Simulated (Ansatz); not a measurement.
Gas-phase electronic energies from Ansatz, PBE0-D4/def2-TZVP geometries. CCSD(T)/CBS is the MP2 limit (def2-TZVPP, def2-QZVPP) plus CCSD(T) − MP2 in def2-TZVPP, frozen cores. This one scheme is used for every species. DFT in def2-TZVPP. For Br outer-core shells are correlated without core-valence functions, which leaves a few kJ/mol of doubt a bond. Scalar relativity is left out up to krypton. One conformer a species, not always the lowest.

Consider the substitution at a C–Al bond: `C[CH](C)[AlH][OH]` + HBr → `CC(C)Br` + `[OH][AlH2]`.

Question: Is it downhill or uphill in electronic energy at CCSD(T)/CBS, and by how much? (An estimate is asked.)

Answer: The calculation gave: Uphill: ΔE = +14.0 kJ/mol.

Question: What do these levels give: revPBE-D4, B97M-V, r2SCAN0-D4, ωB97X-V, BHLYP, RPA@PBE/def2-TZVPP? (Estimate.)

Answer: The calculation gave: revPBE-D4 16.6, B97M-V 7.6, r2SCAN0-D4 17.5, ωB97X-V 14.4, BHLYP 12.9, RPA@PBE/def2-TZVPP 11.7 kJ/mol.

Question: What do rigid-rotor, harmonic-oscillator terms from PBE0-D4/def2-TZVP frequencies (298.15 K, 1 bar) make of the CCSD(T)/CBS value? (Estimate.)

Answer: The calculation gave: ΔZPE = +4.3 kJ/mol, ΔH = +14.7 kJ/mol, ΔS = 0 J/(mol·K), ΔG = +14.7 kJ/mol. Modes under 50 cm⁻¹ make the entropy rough.

Largest T1 diagnostic among the species: 0.012.

Leaving LDA and LC-ωPBE aside and taking each functional with its dispersion term where it has one, the values spread over 11.2 kJ/mol, from B97M-V to PBE0-D4. At CCSD(T), def2-SVP lies +9.5 kJ/mol from the extrapolated value and def2-TZVPP +0.9 kJ/mol. In def2-TZVPP, CCSD(T) changes the Hartree–Fock value by +9.6 kJ/mol (the triples alone add −0.4 kJ/mol) and MP2 by +7.3 kJ/mol.
